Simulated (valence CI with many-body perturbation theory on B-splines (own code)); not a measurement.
## E1 line list for As²⁺

Level of theory: configuration interaction combined with many-body perturbation theory (CI+MBPT): three valence electrons over a frozen Dirac-Fock core [Ar] 3d10, a basis of 11 s, 11 p, 10 d, 8 f, 5 g, 2 h functions for each j, with the one-electron correlation potential Σ1 (screened to all orders), the two-electron term Σ2, the three-electron term Σ3, Breit, model QED; selected single and double excitations, second order for the rest, scaled by the run's own slope (own B-spline code, finite nucleus).

Set against measurement, 13 paired levels are off by 212 cm⁻¹ on average, the worst by 566. These come from a selection out of Moore, Atomic Energy Levels, vol. II, NSRDS-NBS 35 (1971 reprint of NBS Circular 467, 1952), an old analysis. Levels without a partner in it may be off by more.

Lines 101 to 150 of 534 in falling wavelength, among levels below 207799 cm⁻¹, chosen from the strongest by gf and those to the six lowest levels. Wavelengths and rates use the calculated energies, so an error of 200 cm⁻¹ moves a line at 6283 Å by 1.3 % and its rate by three times that or more. Electric multipoles are in the length gauge, E1 and E2 with the static RPA response of the core. Weak lines are less certain than strong ones. Lines between different terms over intervals too small for the method are left out, as are lines whose strength nearly cancels. Where a level lies close to another of its J and parity, the split of strength between their lines is uncertain. The highest levels of a list are the least certain.

Names give the largest LS component (configuration and term), which can be under half, so a name can repeat, a term be missing and a line seem to break the LS rules; names also repeat where a configuration has a term twice.

```csv
λ vac (Å),Upper,Lower,A (s⁻¹),log gf,Branch %
6853,4s4p5p ⁴D_1/2,4s4p4d ⁴P°_1/2,5.29e+05,-2.13,0.2
6798,4s²9s ²S_1/2,4s²7p ²P°_3/2,1.26e+07,-0.76,4.1
6762,4s²8p ²P°_1/2,4s²6d ²D_3/2,1.05e+06,-1.84,1.6
6724,4s²8p ²P°_3/2,4s²6d ²D_5/2,1.30e+06,-1.45,2.5
6705,4s²8p ²P°_3/2,4s²6d ²D_3/2,1.53e+05,-2.39,0.3
6650,4s4p5p ⁴P_1/2,4s²7p ²P°_3/2,4.84e+05,-2.19,0.2
6643,4s4p5p ⁴D_1/2,4s4p5s ²P°_3/2,5.14e+05,-2.17,0.2
6614,4s²9s ²S_1/2,4s²7p ²P°_1/2,7.65e+06,-1.00,2.5
6576,4s²7d ²D_3/2,4p³ ²P°_3/2,2.02e+05,-2.28,0.1
6565,4s²7d ²D_5/2,4p³ ²P°_3/2,1.16e+06,-1.35,0.4
6477,4s4p5p ⁴D_3/2,4s4p4d ⁴P°_1/2,7.20e+05,-1.74,0.2
6469,4s²7d ²D_3/2,4p³ ²P°_1/2,1.52e+06,-1.42,0.5
6448,4s²6d ²D_3/2,4s²6p ²P°_3/2,2.09e+07,-0.28,3.3
6433,4s4p5p ⁴D_3/2,4s4p4d ⁴P°_3/2,1.88e+05,-2.33,0.1
6430,4s²6d ²D_5/2,4s²6p ²P°_3/2,1.26e+08,0.67,20.5
6324,4s²6d ²D_3/2,4s²6p ²P°_1/2,1.07e+08,0.41,16.6
6295,4s4p5p ⁴D_3/2,4s4p4d ⁴P°_5/2,5.05e+05,-1.92,0.2
6289,4s4p5p ⁴D_3/2,4s4p5s ²P°_3/2,9.81e+05,-1.63,0.3
6283,4s²5p ²P°_1/2,4s4p² ²P_3/2,2.86e+06,-1.47,1.0
6194,4s²8p ²P°_3/2,4s²7s ²S_1/2,3.69e+05,-2.07,0.7
6192,4s4p5s ⁴P°_3/2,4s²5d ²D_5/2,2.98e+05,-2.16,0.0
6046,4s4p5p ⁴D_1/2,4s4p5s ²P°_1/2,1.89e+06,-1.68,0.6
6012,4s²5p ²P°_3/2,4s4p² ²P_3/2,3.77e+05,-2.09,0.1
5941,4s4p5p ⁴D_5/2,4s4p4d ⁴P°_3/2,2.24e+06,-1.15,0.7
5818,4s4p5p ⁴D_5/2,4s4p5s ²P°_3/2,1.07e+05,-2.49,0.0
5815,4s4p5p ²P_1/2,4s4p4d ⁴P°_3/2,6.90e+05,-2.16,0.2
5813,4s4p5p ²P_3/2,4s4p4d ⁴P°_1/2,1.64e+05,-2.48,0.1
5778,4s4p5p ⁴D_1/2,4s4p4d ⁴D°_1/2,2.65e+06,-1.58,0.9
5777,4s4p5p ²P_3/2,4s4p4d ⁴P°_3/2,4.12e+05,-2.08,0.1
5775,4s4p5p ⁴D_1/2,4s4p4d ⁴D°_3/2,3.90e+06,-1.41,1.3
5751,4s4p5p ⁴D_3/2,4s4p5s ²P°_1/2,6.68e+05,-1.88,0.2
5697,4s4p5p ²P_1/2,4s4p5s ²P°_3/2,7.38e+06,-1.14,2.3
5666,4s4p5p ²P_3/2,4s4p4d ⁴P°_5/2,3.84e+05,-2.13,0.1
5661,4s4p5p ²P_3/2,4s4p5s ²P°_3/2,1.21e+07,-0.63,3.7
5541,4s4p5p ⁴D_3/2,4s²5f ²F°_5/2,1.39e+06,-1.59,0.4
5534,4s4p5p ⁴D_5/2,4s4p4d ⁴D°_7/2,4.51e+06,-0.91,1.4
5512,4s4p5p ⁴D_3/2,4s4p4d ⁴D°_5/2,2.19e+06,-1.40,0.7
5509,4s4p5p ⁴D_3/2,4s4p4d ⁴D°_1/2,6.41e+05,-1.93,0.2
5506,4s4p5p ⁴D_3/2,4s4p4d ⁴D°_3/2,4.37e+06,-1.10,1.4
5476,4s²9s ²S_1/2,4s4p5s ²P°_3/2,2.03e+06,-1.74,0.7
5319,4s²7f ²F°_7/2,4s²5g ²G_9/2,9.15e+05,-1.51,0.4
5316,4s²7f ²F°_5/2,4s²5g ²G_7/2,9.28e+05,-1.63,0.3
5252,4s4p5p ²P_1/2,4s4p5s ²P°_1/2,2.04e+07,-0.77,6.3
5246,4s4p5p ⁴D_1/2,4p³ ²P°_3/2,1.73e+06,-1.85,0.6
5240,4s²7f ²F°_7/2,4s²6d ²D_5/2,2.67e+07,-0.06,10.4
5237,4s²7f ²F°_5/2,4s²6d ²D_5/2,1.79e+06,-1.36,0.7
5225,4s²7f ²F°_5/2,4s²6d ²D_3/2,2.52e+07,-0.21,9.2
5222,4s4p5p ²P_3/2,4s4p5s ²P°_1/2,8.69e+06,-0.85,2.7
5194,4s4p5s ⁴P°_3/2,4s²6s ²S_1/2,3.73e+05,-2.22,0.0
5178,4s4p5p ⁴D_1/2,4p³ ²P°_1/2,4.36e+06,-1.46,1.4
```

(1) How does gf follow from A for the line at 5778 Å?

## Answers

(1) gf = 1.4992 × (2J+1)_upper × A / σ², with σ = 17306 cm⁻¹ and 2J+1 = 2: gf = 0.0266.
